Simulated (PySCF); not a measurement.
A structure optimised at B3LYP-D3(BJ)/def2-SVP, used in a PySCF frequency run:

```xyz
9

N      1.2459    -0.9762     0.0000
C      0.1442    -0.2175     0.0000
N     -1.1181    -1.0978     0.0000
S     -0.0543     1.3856     0.0000
H      1.2562    -1.9920     0.0000
H      2.1472    -0.5037     0.0000
H     -1.9247    -0.4535     0.0000
H     -1.1845    -1.6990     0.8386
H     -1.1845    -1.6990    -0.8386
```
Charge +1, spin multiplicity 1.

Problem. Write its SMILES, formula and point group.

Solution. NC([NH3+])=S, CH₅N₂S, Cs

Problem. What are its rotational constants (standard atomic weights)?

Solution. 9.3993, 4.8801, 3.2712 GHz
